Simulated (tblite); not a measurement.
C7H15P.
Cartesian coordinates in Å at the GFN2-xTB level; atoms count from 1:
```xyz
23
C7H15P angstrom
C      2.8253    1.4007    0.7544
C      2.1697    0.7688   -0.2037
P      1.6533   -0.9783   -0.0626
C      2.2345   -1.5227   -1.7387
C     -0.1394   -0.7227   -0.5146
C     -0.9159   -0.0997    0.6393
C     -2.3933    0.0849    0.3004
C     -3.1696    0.6928    1.4619
H      3.0868    0.9041    1.6743
H      3.1287    2.4327    0.6649
H      1.9100    1.2754   -1.1291
H      1.8454   -2.5190   -1.9408
H      3.3218   -1.5697   -1.7375
H      1.9020   -0.8370   -2.5174
H     -0.5580   -1.7037   -0.7582
H     -0.2088   -0.0926   -1.4074
H     -0.8206   -0.7389    1.5206
H     -0.4751    0.8693    0.8898
H     -2.4855    0.7316   -0.5759
H     -2.8271   -0.8840    0.0420
H     -4.2179    0.8181    1.2001
H     -3.1084    0.0501    2.3375
H     -2.7624    1.6668    1.7245
```

Level: GFN2-xTB in tblite, geometry and Hessian alike; calculated harmonic values, unscaled, isolated species. Errors from tens to a few hundred cm⁻¹ against measured bands are possible. One conformer, not necessarily the lowest.

Harmonic wavenumbers (cm⁻¹): 33.8, 49.0, 68.6, 105.1, 122.2, 169.8, 215.9, 222.2, 236.6, 243.7, 304.2, 363.6, 419.0, 546.6, 686.1, 725.0, 740.3, 759.4, 799.2, 873.8, 878.0, 904.6, 914.7, 939.6, 1001.2, 1004.4, 1035.4, 1071.6, 1102.5, 1116.1, 1207.3, 1209.8, 1237.0, 1263.3, 1281.0, 1307.1, 1317.0, 1365.6, 1397.9, 1416.2, 1442.8, 1451.2, 1459.8, 1495.6, 1498.6, 1504.1, 1507.4, 1668.2, 2915.7, 2943.0, 2952.6, 2965.2, 2972.8, 2979.0, 2979.5, 2984.9, 3012.5, 3017.0, 3031.1, 3031.9, 3037.7, 3077.5, 3112.2.

A = 2620, B = 792.8, C = 657.0 MHz; mass 130.091 u (most abundant isotopes); point group C1, symmetry number 1.

Task: Zero-point energy?

Result: Half the sum of the wavenumbers: 43847 cm⁻¹ = 125.36 kcal/mol.

Task: Entropy at 500 K, 1 bar (ideal gas, RRHO, classical rotation)?

Result: Translation 43.10, rotation 31.39, vibration 61.20: S = 135.7 cal/(mol K).

Task: And Cp and H(500 K) − H(0)?

Result: Cp = 64.46 cal/(mol K), of which vibrations give 56.52 (their classical limit is 63 R = 125.2); H(500 K) − H(0) = 18.89 kcal/mol without the zero-point energy, 14.91 from vibrations.

Task: Blend soft modes into free rotors: weight 1/[1 + (100 cm⁻¹/ν̃)⁴] for the oscillator and the rest for a rotor with moment μB/(μ + B), μ = h/(8π²ν), B = 10⁻⁴⁴ kg m². What vibrational entropy results?

Result: 55.28 cal/(mol K) in place of 61.20, which changes −T·S at 500 K by +2.96 kcal/mol.

Task: Which modes carry the vibrational entropy at 500 K?

Result: 33.8 cm⁻¹: 6.62; 49.0 cm⁻¹: 5.88; 68.6 cm⁻¹: 5.21; 105.1 cm⁻¹: 4.37; 122.2 cm⁻¹: 4.07; 169.8 cm⁻¹: 3.43 cal/(mol K); the other 57 give 31.60 together.

Task: What must be added to the electronic energy to get the Gibbs energy at 500 K and 1 bar?

Result: ZPE + [H(500 K) − H(0)] − T·S = 125.36 + 18.89 − 67.84 = 76.41 kcal/mol.

Hindered rotation and anharmonicity are outside this model. Other conformers, if any are populated, would add a mixing term that is left out. The structure is chiral; the term R ln 2 for an equal mix with its mirror image is left out.
